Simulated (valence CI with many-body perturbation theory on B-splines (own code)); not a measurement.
Values are calculated unless marked as measured or tabulated.
## Ladder of approximations for Sm XLIX

Level of theory: relativistic CI+MBPT: four valence electrons over a frozen Dirac-Fock core [Ne], a basis of 11 s, 11 p, 9 d, 7 f, 5 g, 2 h, 1 i functions for each j, with the one-electron correlation potential Σ1 (screened to all orders), the two-electron term Σ2, the three-electron term Σ3, Breit, model QED; selected single and double excitations, second order for the rest (own B-spline code, finite nucleus).

The last digits are not significant, and no measured levels were compared; by estimate large intervals hold to a few tenths of a per cent, small ones and those within an open d or f shell to about a per cent.

Each rung adds one term. CI alone is the Dirac-Coulomb CI over the frozen core; QED comes last and gives the full result, which names the levels. Energies are above (3s^2 3p1/2^2) J=0 on the same rung, in eV.

Levels are named by their leading jj configuration (3d3/2^4 stands for four electrons in 3d with j = 3/2), which in mixed levels can hold well under half, so a name can repeat and another be missing. Letters in brackets count levels of one name in rising energy.

```csv
Level,CI alone
(3s^2 3p1/2 3p3/2) J=1,147.96
(3s^2 3p1/2 3p3/2) J=2,155.90
(3s 3p1/2^2 3p3/2) J=2,275.67
(3s 3p1/2^2 3p3/2) J=1,299.08
(3s^2 3p3/2^2) J=2,309.29
(3s^2 3p1/2 3d3/2) J=2,325.63
(3s^2 3p3/2^2) J=0,325.55
(3s^2 3p1/2 3d3/2) J=1,359.02
(3s^2 3p1/2 3d5/2) J=2,374.44
(3s^2 3p1/2 3d5/2) J=3,376.23
(3s 3p1/2 3p3/2^2) J=2 [a],421.78
(3s 3p1/2 3p3/2^2) J=3,434.46
(3s 3p1/2 3p3/2^2) J=0,443.16
(3s 3p1/2 3p3/2^2) J=1 [a],454.20
(3s 3p1/2 3p3/2^2) J=2 [b],456.40
(3s 3p1/2^2 3d3/2) J=1,455.78
```

(1) What do these energies become with core correlation, Breit and QED?

(2) How does the ionisation energy move along the ladder, and which term matters most?

## Answers

(1) (3s^2 3p1/2 3p3/2) J=1 146.35 (-1.607); (3s^2 3p1/2 3p3/2) J=2 153.97 (-1.932); (3s 3p1/2^2 3p3/2) J=2 273.28 (-2.389); (3s 3p1/2^2 3p3/2) J=1 296.53 (-2.555); (3s^2 3p3/2^2) J=2 305.89 (-3.399); (3s^2 3p1/2 3d3/2) J=2 322.25 (-3.377); (3s^2 3p3/2^2) J=0 322.35 (-3.203); (3s^2 3p1/2 3d3/2) J=1 355.24 (-3.772); (3s^2 3p1/2 3d5/2) J=2 370.20 (-4.241); (3s^2 3p1/2 3d5/2) J=3 371.61 (-4.621); (3s 3p1/2 3p3/2^2) J=2 [a] 417.82 (-3.958); (3s 3p1/2 3p3/2^2) J=3 430.01 (-4.455); (3s 3p1/2 3p3/2^2) J=0 439.44 (-3.714); (3s 3p1/2 3p3/2^2) J=1 [a] 450.00 (-4.205); (3s 3p1/2 3p3/2^2) J=2 [b] 451.87 (-4.531); (3s 3p1/2^2 3d3/2) J=1 452.09 (-3.694).

(2) CI alone 4232.6, + Σ1 4233.7, + Σ2 4233.8, + Σ3 4233.5, + Breit 4228.3, + QED 4228.4 eV. The largest step is Breit, -5.2 eV. NIST lists 4227 ± 4 eV (theoretical).
